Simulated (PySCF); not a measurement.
BH2, SMILES [BH2+], charge +1.

Geometry optimised at r2SCAN-D4/def2-TZVPD.

Two levels are set side by side: TDDFT-PBE/def2-TZVPD (PySCF) and TDDFT-PBE0/def2-TZVPD (PySCF). Vertical, same geometry. The lowest singlet is HOMO→LUMO 100 % with PBE and HOMO→LUMO+1 100 % with the other functional; states are paired by order. Differences are taken from unrounded values.

```json
[
 {"quantity": "lowest singlet excitation (eV)", "TDDFT-PBE0": "7.29", "TDDFT-PBE": "7.08", "TDDFT-PBE minus TDDFT-PBE0": "-0.22"},
 {"quantity": "lowest triplet excitation (TDA) (eV)", "TDDFT-PBE0": "6.19", "TDDFT-PBE": "6.02", "TDDFT-PBE minus TDDFT-PBE0": "-0.17"},
 {"quantity": "first bright state (f over 0.05) (eV)", "TDDFT-PBE0": "11.27", "TDDFT-PBE": "10.79", "TDDFT-PBE minus TDDFT-PBE0": "-0.48"},
 {"quantity": "its oscillator strength", "TDDFT-PBE0": "0.28", "TDDFT-PBE": "0.25", "TDDFT-PBE minus TDDFT-PBE0": "-0.03"}
]
```

Rough cost on one machine, each run with all the roots and properties that it gave: TDDFT-PBE0 against TDDFT-PBE within a factor of 2.
